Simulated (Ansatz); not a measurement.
Stepwise reaction of `[OH][SnH]([F])[F]` with hydrogen, as a gas-phase model of exchange steps in deposition or etching. ΔE in kJ/mol; ΔG adds harmonic PBE0-D4 terms to CCSD(T)/CBS, at 1 bar.

Computed with Ansatz on PBE0-D4/def2-TZVP structures; ΔE is electronic, products minus reactants. CCSD(T)/CBS is the MP2 limit (def2-TZVPP, def2-QZVPP) plus CCSD(T) − MP2 in def2-TZVPP, frozen cores. This one scheme is used for every species. Functionals use def2-TZVPP. B3LYP here is the variant with VWN-RPA as its local correlation; programs differ in this. Elements past krypton have def2 core potentials. For Sn outer-core shells are correlated without core-valence functions, which leaves a few kJ/mol of doubt a bond. One conformer a species, not always the lowest.

| step | reaction | PBE-D4 | B3LYP-D4 | ωB97M-V | CCSD(T)/CBS | ΔG(600 K) |
| --- | --- | --- | --- | --- | --- | --- |
| 1 | `[OH][SnH]([F])[F]` + H₂ → `[OH][SnH2][F]` + H–F | 42.4 | 43.4 | 41.2 | 40.9 | 39.6 |

Q: Give the row of step 2, `[OH][SnH2][F]` + H₂ → `[OH][SnH3]` + H–F. (Best estimate.)

A: Ansatz gave: 
```tsv
step	reaction	PBE-D4	B3LYP-D4	ωB97M-V	CCSD(T)/CBS	ΔG(600 K)
2	`[OH][SnH2][F]` + H₂ → `[OH][SnH3]` + H–F	51.0	53.0	49.6	49.3	45.1
```

Q: By hand: ΔE of the 2 steps together at CCSD(T)/CBS.

A: (40.9) + (49.3) = 90.2 kJ/mol, or 45.1 kJ/mol a step.

In ΔE each step is higher than the one before. All are uphill at CCSD(T)/CBS. ΔG lies between 39.6 and 45.1 kJ/mol a step. PBE-D4 differs from CCSD(T)/CBS by 1.5 to 1.7 kJ/mol a step. Isolated molecules leave out the surface, adducts and barriers. Largest T1 diagnostic: 0.015.
